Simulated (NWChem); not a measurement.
# CdH2S; SMILES [SH][CdH]

```xyz
4

Cd     0.0095    -0.5862     0.0000
H      0.0067    -2.2551     0.0000
S      0.0529     1.7826     0.0000
H     -1.3087     1.8688     0.0000
```
Atoms are numbered in this order, from 1.

The geometry was optimised at PBE-D3(BJ)/def2-SVP. def2 effective core potentials on Cd; no spin-orbit coupling.

Symmetry labels are those of Cs in the frame above (b1 and b2, or b-type labels, depend on it).

### Question
List the 6 lowest vertical singlet excitations and the 6 lowest triplet ones from PBE/def2-SVP with def2 effective core potentials on Cd, full TDDFT (NWChem).

### Answer
```tsv
state	energy (eV)	oscillator strength	symmetry	leading excitation (squared amplitude)
S1	4.30	0.001	a"	HOMO → LUMO (0.99)
S2	4.67	0.025	a"	HOMO → LUMO+1 (0.99)
S3	4.96	0.015	a'	HOMO → LUMO+2 (0.89)
S4	5.53	0.004	a'	HOMO−1 → LUMO (0.86)
S5	5.86	0.000	a"	HOMO−1 → LUMO+2 (0.99)
S6	6.27	0.008	a"	HOMO → LUMO+3 (0.99)
T1	4.18	spin-forbidden	a"	HOMO → LUMO (0.78)
T2	4.28	spin-forbidden	a"	HOMO → LUMO+1 (0.78)
T3	4.39	spin-forbidden	a'	HOMO → LUMO+2 (0.99)
T4	5.00	spin-forbidden	a'	HOMO−1 → LUMO+1 (0.70)
T5	5.32	spin-forbidden	a'	HOMO−1 → LUMO (0.72)
T6	5.62	spin-forbidden	a"	HOMO−1 → LUMO+2 (0.87)
```
